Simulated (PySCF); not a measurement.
**Correlation energy of Cu⁺ (copper, charge +1)**

[Ar] 3d10, closed-shell 1S. All numbers are calculated (PySCF 2.14, no relativity, point nucleus, in dyall-av2z (16s12p7d2f, 101 functions)). Frozen: [Ar]; 10 electrons correlated; the 33 highest virtual orbitals of each spin left out.

| level | correlation energy (mhartree) |
| --- | --- |
| CCSD | -365.04 |
| (T) | -13.15 |
| CCSD(T) | -378.19 |

Diagnostics: T1 = 0.015, D1 = 0.0207, largest double amplitude 0.022.

Cost of the coupled-cluster step: about 1.6 core-seconds, for 10 correlated electrons.

Iterations:

```
CC2 = 0
CCSD nocc = 5, nmo = 59
frozen orbitals [0, 1, 2, 3, 4, 5, 6, 7, 8, 68, 69, 70, 71, 72, 73, 74, 75, 76, 77, 78, 79, 80, 81, 82, 83, 84, 85, 86, 87, 88, 89, 90, 91, 92, 93, 94, 95, 96, 97, 98, 99, 100]
max_cycle = 100
direct = 0
conv_tol = 1e-08
conv_tol_normt = 1e-06
diis_space = 8
diis_start_cycle = 0
Init t2, MP2 energy = -1639.12122901574  E_corr(MP2) -0.420988673592928
Init E_corr(CCSD) = -0.420988673599411
cycle = 1  E_corr(CCSD) = -0.343767234824486  dE = 0.0772214388  norm(t1,t2) = 0.0748569
cycle = 2  E_corr(CCSD) = -0.373679790371147  dE = -0.0299125555  norm(t1,t2) = 0.0417647
cycle = 3  E_corr(CCSD) = -0.365856940126669  dE = 0.00782285024  norm(t1,t2) = 0.0291301
cycle = 4  E_corr(CCSD) = -0.364927471242328  dE = 0.000929468884  norm(t1,t2) = 0.0021283
cycle = 5  E_corr(CCSD) = -0.364984257604891  dE = -5.67863626e-05  norm(t1,t2) = 0.000855288
cycle = 6  E_corr(CCSD) = -0.365053470843039  dE = -6.92132381e-05  norm(t1,t2) = 0.000101305
cycle = 7  E_corr(CCSD) = -0.365048925192633  dE = 4.54565041e-06  norm(t1,t2) = 2.54672e-05
cycle = 8  E_corr(CCSD) = -0.365045777758986  dE = 3.14743365e-06  norm(t1,t2) = 1.25531e-05
cycle = 9  E_corr(CCSD) = -0.365044664637045  dE = 1.11312194e-06  norm(t1,t2) = 3.68905e-06
cycle = 10  E_corr(CCSD) = -0.365044801429805  dE = -1.3679276e-07  norm(t1,t2) = 4.19731e-07
cycle = 11  E_corr(CCSD) = -0.365044775741633  dE = 2.56881727e-08  norm(t1,t2) = 1.56899e-07
cycle = 12  E_corr(CCSD) = -0.365044780129237  dE = -4.38760406e-09  norm(t1,t2) = 3.95917e-08
CCSD converged
E(CCSD) = -1639.065285122276  E_corr = -0.3650447801292366
CCSD(T) correction = -0.0131497247715709
```
